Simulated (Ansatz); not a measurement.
`[SiH3][SiH]1O[SiH2]1`. The species carries charge 0 and has multiplicity 1. The geometry is a stationary point of PBE0-D4/def2-TZVP.

```xyz
10

Si    1.715   -0.481   -0.805
Si   -0.083   -0.418    0.682
O    -0.584    1.151    1.127
Si   -1.971    0.640    0.306
H     2.979   -0.058   -0.145
H     1.874   -1.876   -1.299
H     1.434    0.419   -1.953
H     0.082   -1.328    1.849
H    -3.177    0.535    1.163
H    -2.268    1.414   -0.925
```

Q: What is the dipole moment at PBE/def2-TZVPP? (An estimate is asked.)

A: Computed: 1.06 D, with components (-0.22, -0.82, -0.63) D in this frame, pointing from negative to positive charge.

Q: And with r2SCAN, B3LYP, ωB97M-V? (An estimate is asked.)

A: Computed: r2SCAN 1.10 D, B3LYP 1.27 D, ωB97M-V 1.29 D.

Q: Give the Mulliken charges with PBE, ωB97M-V, r2SCAN in def2-TZVPP. (An estimate is asked.)

A: Ansatz gave: 
```tsv
atom	PBE	ωB97M-V	r2SCAN
Si1	0.09	0.05	0.17
Si2	0.26	0.23	0.31
O3	-0.37	-0.44	-0.46
Si4	0.28	0.26	0.36
H5	-0.03	-0.01	-0.05
H6	-0.04	-0.01	-0.06
H7	-0.03	-0.01	-0.05
H8	-0.06	-0.02	-0.08
H9	-0.05	-0.02	-0.07
H10	-0.05	-0.02	-0.07
```

B3LYP here is the variant with VWN-RPA as its local correlation; programs differ in this.
